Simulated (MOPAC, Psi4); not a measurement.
Torsional profile of SMILES [SiH2](OC)[SiH2]O. Scanned: dihedral C1–O2–Si3–Si4; all other coordinates were relaxed at GFN2-xTB. Points at φ and −φ are mirror images. Heavy atoms are numbered in the order of the SMILES CO[SiH2][SiH2]O, hydrogens after them in the order of the atoms that carry them; the mirror image has the same energies with the sign of each dihedral reversed.

- HF/cc-pVTZ // GFN2-xTB (Psi4)
- PM3, restricted, heats of formation // GFN2-xTB (MOPAC)
- PM7, restricted, heats of formation // GFN2-xTB (MOPAC)
- MP2/cc-pVTZ = DF-MP2 (frozen core)/cc-pVTZ // GFN2-xTB (Psi4)

Energies relative to the lowest point of each profile, in mEh:

| φ / ° | HF/cc-pVTZ | PM3 | PM7 |
|---|---|---|---|
| -165 | 0.1 | 2.7 | 1.0 |
| -135 | 0.8 | 3.3 | 1.4 |
| -105 | 1.0 | 2.0 | 0.5 |
| -90 | 1.0 | 0.7 | 0.0 |
| -15 | 2.2 | 2.8 | 4.1 |
| 0 | 2.3 | 3.5 | 4.5 |
| 15 | 2.2 | 2.8 | 4.1 |
| 30 | 2.0 | 1.6 | 3.3 |
| 75 | 1.1 | 0.0 | 0.1 |
| 90 | 1.0 | 0.7 | 0.0 |
| 105 | 1.0 | 2.0 | 0.5 |
| 135 | 0.8 | 3.3 | 1.4 |

### Question
What does MP2/cc-pVTZ give at the same points?

### Answer
-165: 0.2; -135: 1.5; -105: 1.9; -90: 1.6; -15: 2.4; 0: 2.6; 15: 2.4; 30: 1.9; 75: 1.4; 90: 1.6; 105: 1.9; 135: 1.5 (mEh).
